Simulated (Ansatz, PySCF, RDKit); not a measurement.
CH3F (SMILES CF) and C2H3F (SMILES C=CF) are pulled apart as rigid monomers along the line of their centres of mass, from the B3LYP-D3(BJ)/def2-TZVP minimum. Starting geometry (charge 0, multiplicity 1):
```xyz
11

C      0.3677     0.6683    -0.2241
F     -1.0092     0.5520    -0.0261
H      0.5807     1.6753    -0.5837
H      0.8713     0.4874     0.7244
H      0.6732    -0.0702    -0.9659
C     -1.3213    -0.2474     3.2567
C     -0.1372    -0.2933     3.8301
F      1.0032    -0.0339     3.1475
H     -1.4440    -0.0001     2.2111
H     -2.1966    -0.4640     3.8515
H      0.0692    -0.5312     4.8650
```

Interaction energies with rigid monomers; basis-set methods are counterpoise corrected unless marked otherwise.

Rows in 3-21G carry no dispersion term and start afresh at each structure.

Programs: Ansatz (Gaussian orbitals); PySCF for 3-21G rows, the dispersion terms; RDKit for the force fields. Each number belongs to the level named beside it.

```tsv
F2···H9 (Å)	MMFF94 (kcal/mol)	HF/3-21G (no counterpoise) (kcal/mol)	B3LYP-D4/def2-TZVPPD (kcal/mol)	PBE0/def2-TZVPPD (kcal/mol)	wB97M-V/def2-TZVPPD (kcal/mol)
2.12	0.07	-8.32	-1.66	-0.74	-1.55
2.35	-1.27	…	…	-1.47	-2.12
2.69	-1.43	-4.43	-1.87	-1.43	-1.85
3.26	-0.93	-1.38	-1.06	-0.88	-1.11
4.18	-0.44	-0.47	-0.45	-0.38	-0.48
```

Fill in the missing entries.


- 2.35, HF/3-21G (no counterpoise) (kcal/mol): -7.33
- 2.35, B3LYP-D4/def2-TZVPPD (kcal/mol): -2.20

Ansatz is a first-principles code.
